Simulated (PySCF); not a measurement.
## Two-component Hartree-Fock for Pm³¹⁺ (promethium, charge +31)

Start: [Ar] 3d10 4s2. Calculated with PySCF 2.14 in an uncontracted even-tempered set (17 s from 2.9 bohr⁻², ratio 2.8; 13 p from 3.8 bohr⁻², ratio 2.8; 8 d from 6.8 bohr⁻², ratio 2.8; 4 f from 16 bohr⁻², ratio 3): generalised Hartree-Fock with the X2C-1e Hamiltonian and a Gaussian nucleus; one run each with spin-orbit coupling (SO) switched off, then screened by Boettger's factors.

```json
{"spinor shell": "1s1/2", "electrons": "2", "ε, spin-free (eV)": "-46580.0", "ε, screened SO (eV)": "-46573.3", "weight of nominal j (screened SO)": "1.000", "rms radius, screened SO (bohr)": "0.0264"}
{"spinor shell": "2s1/2", "electrons": "2", "ε, spin-free (eV)": "-8642.4", "ε, screened SO (eV)": "-8640.4", "weight of nominal j (screened SO)": "1.000", "rms radius, screened SO (bohr)": "0.107"}
{"spinor shell": "2p1/2", "electrons": "2", "ε, spin-free (eV)": "-7837.4", "ε, screened SO (eV)": "-8232.6", "weight of nominal j (screened SO)": "1.000", "rms radius, screened SO (bohr)": "0.0917"}
{"spinor shell": "2p3/2", "electrons": "4", "ε, spin-free (eV)": "-7837.4", "ε, screened SO (eV)": "-7666.1", "weight of nominal j (screened SO)": "1.000", "rms radius, screened SO (bohr)": "0.0977"}
{"spinor shell": "3s1/2", "electrons": "2", "ε, spin-free (eV)": "-2762.7", "ε, screened SO (eV)": "-2762.2", "weight of nominal j (screened SO)": "1.000", "rms radius, screened SO (bohr)": "0.274"}
{"spinor shell": "3p1/2", "electrons": "2", "ε, spin-free (eV)": "-2502.0", "ε, screened SO (eV)": "-2586.3", "weight of nominal j (screened SO)": "1.000", "rms radius, screened SO (bohr)": "0.265"}
{"spinor shell": "3p3/2", "electrons": "4", "ε, spin-free (eV)": "-2502.0", "ε, screened SO (eV)": "-2465.2", "weight of nominal j (screened SO)": "1.000", "rms radius, screened SO (bohr)": "0.277"}
{"spinor shell": "3d3/2", "electrons": "4", "ε, spin-free (eV)": "-2157.0", "ε, screened SO (eV)": "-2172.5", "weight of nominal j (screened SO)": "1.000", "rms radius, screened SO (bohr)": "0.247"}
{"spinor shell": "3d5/2", "electrons": "6", "ε, spin-free (eV)": "-2157.0", "ε, screened SO (eV)": "-2146.4", "weight of nominal j (screened SO)": "1.000", "rms radius, screened SO (bohr)": "0.250"}
{"spinor shell": "4s1/2", "electrons": "2", "ε, spin-free (eV)": "-1252.7", "ε, screened SO (eV)": "-1252.6", "weight of nominal j (screened SO)": "1.000", "rms radius, screened SO (bohr)": "0.585"}
```

| quantity | spin-free | screened SO |
| --- | --- | --- |
| E (hartree) | -9499.75563 | -9504.93302 |
| M_J | 0 | 0 |
| ⟨J²⟩ | 0.000 | 0.000 |
| ⟨L²⟩ | 0.000 | 0.027 |
| ⟨S²⟩ | 0.000 | 0.027 |

Breit and QED terms are absent; they matter most for the inner s and p1/2 levels.

Densities and radii are taken from the X2C orbitals without a picture-change correction, which distorts them close to the nucleus.

Without spin-orbit coupling the j labels of p, d and f shells carry no meaning; the spin-free column gives the mean over the occupied spinors of each nl shell.
